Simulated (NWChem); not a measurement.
C₂H₄N cation; SMILES CC#[NH+]

```xyz
7

C     -0.0001    -1.2651    -0.0001
C     -0.0001     0.1658    -0.0003
N     -0.0002     1.3120    -0.0009
H     -0.7087    -1.6262    -0.7642
H     -0.3075    -1.6263     0.9957
H      1.0160    -1.6261    -0.2317
H     -0.0003     2.3292    -0.0023
```
Atoms are numbered in this order, from 1.

Program: NWChem. Pople sets run with spherical d functions. All runs use the structure optimised with PBE0/def2-SVP. B3LYP is NWChem's, with the RPA form of VWN correlation. GIAO values for the isolated, static molecule; σ is the absolute isotropic shielding, δ = σ(reference) − σ with the isolated reference molecule computed at the same levels (13C: tetramethylsilane, 1H: tetramethylsilane, 15N: ammonia).

```csv
level,δ C1 (ppm),δ C2 (ppm),δ N3 (ppm),δ H4 (ppm),δ H7 (ppm)
B3LYP/IGLO-III,-1.8,119.2,149.5,3.29,6.18
B3LYP/6-31G*,-2.9,101.0,122.6,3.19,6.25
PBE0/pcSseg-2,-0.8,122.0,152.7,3.29,6.21
B3LYP/6-311G**,-0.7,117.2,158.0,3.32,6.12
PBE/pcSseg-1,-0.6,___,___,___,___
```

Q: Fill in the missing entries.

A: 
- PBE/pcSseg-1, δ C2 (ppm): 116.1
- PBE/pcSseg-1, δ N3 (ppm): 156.0
- PBE/pcSseg-1, δ H4 (ppm): 3.46
- PBE/pcSseg-1, δ H7 (ppm): 5.96
